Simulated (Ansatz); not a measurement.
Diatomic GeO, closed-shell singlet (the spin of the measured ground state). No spin–orbit coupling. Ge is treated without relativity.

Seven points along R, fitted to fifth degree in 1/R; most abundant isotopes. In def2 and cc sets the state is the lowest found near the PBE0 minimum, followed along R. The singlet is held restricted.

Correlated levels freeze the inner cores; with def2 sets outer-core shells near the valence are correlated too. CBS: X⁻³ extrapolation of the correlation energy, Hartree–Fock from the larger set.

Programs: Ansatz (an electronic-structure program) with Gaussian orbitals. Each number belongs to the level named beside it.

Quantity: ω_e, from seven points a level.

Costs are ratios of core time to PBE/def2-TZVPP (roughly 5 s), for whole runs (searches for the state included, and forces where a run took them) on one shared machine, so rough; each error counts from the measured 985.5 cm⁻¹ [Huber and Herzberg (1979), NIST Chemistry WebBook].

```csv
level,basis functions,cost
SVWN5/def2-TZVPP,79,×0.9
PBE/def2-TZVPP,79,×1
B3LYP/def2-TZVPP,79,×1
PBE0/def2-TZVPP,79,×1
r2SCAN/def2-TZVPP,79,×2
B2PLYP/def2-TZVPP,79,×2
B97M-V/def2-TZVPP,79,×2
wB97X-V/def2-TZVPP,79,×3
wB97M-V/def2-TZVPP,79,×3
CCSD(T)/def2-TZVPP,79,×4
CCSD(T)/def2-QZVPP,146,×20
"CCSD(T)/CBS(def2-TZVPP, def2-QZVPP)",-,×20
```

Question: Which is the cheapest listed level whose error stays within 10 cm⁻¹?

Answer: SVWN5/def2-TZVPP (6 cm⁻¹, cost ×0.9).

Question: What does the step from CCSD(T)/def2-TZVPP to CCSD(T)/def2-QZVPP cost and buy?

Answer: 79 to 146 functions, cost ×5 (rough); the error goes from -5 to 8 cm⁻¹.

Each error (cm⁻¹): SVWN5/def2-TZVPP 6; PBE/def2-TZVPP -29; B3LYP/def2-TZVPP 16; PBE0/def2-TZVPP 42; r2SCAN/def2-TZVPP 21; B2PLYP/def2-TZVPP -27; B97M-V/def2-TZVPP 29; wB97X-V/def2-TZVPP 68; wB97M-V/def2-TZVPP 59; CCSD(T)/def2-TZVPP -5; CCSD(T)/def2-QZVPP 8; CCSD(T)/CBS(def2-TZVPP, def2-QZVPP) 16.
